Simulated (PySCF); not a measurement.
# How a change of structure moves an absorption spectrum

Method used: TDDFT CAM-B3LYP/def2-SVPD, vertical, gas phase, core orbitals frozen in the response, def2 core potentials past Kr (PySCF 2.14.0, density-fitted response routines). Geometries: PBE0-D3(BJ)/def2-SVP; one conformer of each isolated species. Triplets are in the Tamm–Dancoff approximation. Atoms past krypton carry core potentials; spin–orbit coupling is left out.

Parent: `[N]#[W]([Cl])([Cl])[Cl]` (WNCl3), with lowest singlet excitation energy 3.77 eV, LUMO energy -2.66 eV, HOMO energy -10.54 eV, mean static polarisability 85.2 au, S1–T1 gap 0.17 eV, lowest triplet energy 3.61 eV. Its spectrum: 3.77 eV (f 0.000); 3.99 eV (f 0.002 summed over 2 states); 4.02 eV (f 0.003); 4.21 eV (f 0.003 summed over 2 states); 5.44 eV (f 0.066 summed over 2 states).

(1) Order the derivatives by their lowest singlet excitation, lowest first, with the shift from the parent.
A. ligand (all three): Cl to OH: `[N]#[W]([OH])([OH])[OH]`
B. ligand (all three): Cl to NH2: `[N]#[W]([NH2])([NH2])[NH2]`
C. ligand (all three): Cl to F: `[N]#[W]([F])([F])[F]`

(1) C (shift +0.95 eV), A (shift +1.65 eV), B (shift +1.77 eV).

```
                       change                      SMILES  Δ S1 (eV)  Δ LUMO (eV)  Δ HOMO (eV)  Δ α (au)  Δ S1−T1 (eV)  Δ T1 (eV)
 ligand (all three): Cl to OH     [N]#[W]([OH])([OH])[OH]      +1.65        +2.67        +0.68     -29.2         +0.53      +1.12
ligand (all three): Cl to NH2  [N]#[W]([NH2])([NH2])[NH2]      +1.77        +3.03        +2.05     -11.9         +0.60      +1.18
  ligand (all three): Cl to F        [N]#[W]([F])([F])[F]      +0.95        +1.06        -0.55     -44.5         +0.33      +0.62
```

All changes raise S1, and it rises most with ligand (all three): Cl to NH2 (+1.77 eV). S1 is simply the lowest singlet of each species and needn't be the same kind of state throughout.
